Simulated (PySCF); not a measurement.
Zn21O21: Orbital levels and atomic charges

System: Zn21O21.

Cartesian coordinates (Å):
```
  1 Zn    2.4333    0.6992   -1.7557
  2 O     3.0018    2.3395   -2.2156
  3 Zn    1.4482    3.1325   -2.3697
  4 O    -0.2446    3.7719   -3.1110
  5 O    -1.6992    2.4853   -1.0184
  6 Zn   -1.0188    2.0508   -3.0408
  7 O    -2.1030    0.4851   -3.0006
  8 O    -1.3616   -0.4279   -0.2187
  9 Zn   -0.5300   -0.4864   -2.4997
 10 O     0.4127   -1.9981   -2.0226
 11 O     1.8497   -4.3348   -1.3624
 12 Zn    2.3770   -2.4081   -1.6548
 13 O     3.4169   -0.8787   -1.5077
 14 Zn    0.5343   -1.3118    0.0897
 15 O     0.5424    1.0928   -2.3629
 16 Zn    0.0359    1.5989   -0.5344
 17 O     0.6723    3.6427   -0.3497
 18 Zn   -0.8091    4.1018   -1.4208
 19 O    -1.7155    3.5473    1.8653
 20 Zn   -2.6537    2.6812    0.6000
 21 O    -3.8542    1.2967    0.1946
 22 Zn   -2.7940    0.8202   -1.3204
 23 O    -3.1524   -1.6863    1.7232
 24 Zn   -2.2293   -2.0395    0.2409
 25 O    -1.0212   -3.4868    0.1234
 26 Zn    0.0985   -3.7268   -1.3209
 27 O     1.5052   -4.0977    2.2495
 28 Zn    2.0847   -4.1471    0.4548
 29 O     2.0950   -2.3045    0.3741
 30 Zn    3.1859   -0.7283    0.3791
 31 O     1.4594    0.4367    0.1381
 32 Zn    1.5044    0.5642    2.0589
 33 O     0.4195    1.9534    2.3984
 34 Zn    0.1139    3.4970    1.3526
 35 Zn   -1.3918    1.9967    2.8797
 36 O    -2.4271    0.5881    3.0026
 37 Zn   -3.5539    0.1558    1.5469
 38 Zn   -1.6354   -1.0657    2.7234
 39 O     0.0805   -1.5361    2.2934
 40 Zn   -0.1440   -3.4844    1.7195
 41 Zn    2.0814   -2.2026    2.3783
 42 O     2.9859   -0.5862    2.3004
```

Method: PBE/def2-SVP, gas phase, PySCF, fitting set def2-universal-JFIT, grid level 1.

The gap is small, so a closed-shell solution may not be the true ground state; the numbers describe that solution. The bonding changed from the starting structure during the optimisation; the coordinates given are those used.

Problem. Give the orbital energies near the gap.

Solution. 
| orbital | eV |
| --- | --- |
| HOMO-4 | -5.60 |
| HOMO-3 | -5.50 |
| HOMO-2 | -5.22 |
| HOMO-1 | -4.38 |
| HOMO | -4.09 |
| LUMO | -3.57 |
| LUMO+1 | -3.11 |
| LUMO+2 | -2.45 |
| LUMO+3 | -2.18 |

Problem. Give the partial charges of the non-hydrogen atoms.

Solution. 
```tsv
atom	Mulliken	IAO	Hirshfeld
Zn1	0.68	1.40	0.34
O2	-0.63	-1.33	-0.47
Zn3	0.66	1.36	0.37
O4	-0.64	-1.31	-0.40
O5	-0.71	-1.44	-0.34
Zn6	0.66	1.36	0.39
O7	-0.65	-1.30	-0.42
O8	-0.68	-1.39	-0.37
Zn9	0.61	1.37	0.37
O10	-0.69	-1.39	-0.37
O11	-0.63	-1.30	-0.41
Zn12	0.66	1.37	0.40
O13	-0.65	-1.29	-0.40
Zn14	1.06	1.30	0.31
O15	-0.71	-1.47	-0.35
Zn16	0.66	1.30	0.34
O17	-0.63	-1.36	-0.36
Zn18	0.61	1.37	0.42
O19	-0.67	-1.38	-0.41
Zn20	0.64	1.36	0.39
O21	-0.67	-1.33	-0.40
Zn22	0.69	1.37	0.37
O23	-0.66	-1.39	-0.42
Zn24	0.58	1.38	0.38
O25	-0.68	-1.36	-0.37
Zn26	0.63	1.39	0.42
O27	-0.62	-1.28	-0.40
Zn28	0.65	1.36	0.42
O29	-0.76	-1.51	-0.34
Zn30	0.66	1.37	0.41
O31	-0.71	-1.44	-0.33
Zn32	0.71	1.39	0.39
O33	-0.70	-1.40	-0.40
Zn34	0.65	1.39	0.40
Zn35	0.69	1.40	0.39
O36	-0.69	-1.42	-0.40
Zn37	0.71	1.40	0.40
Zn38	0.64	1.37	0.40
O39	-0.69	-1.38	-0.36
Zn40	0.60	1.35	0.41
Zn41	0.67	1.37	0.40
O42	-0.64	-1.28	-0.41
```
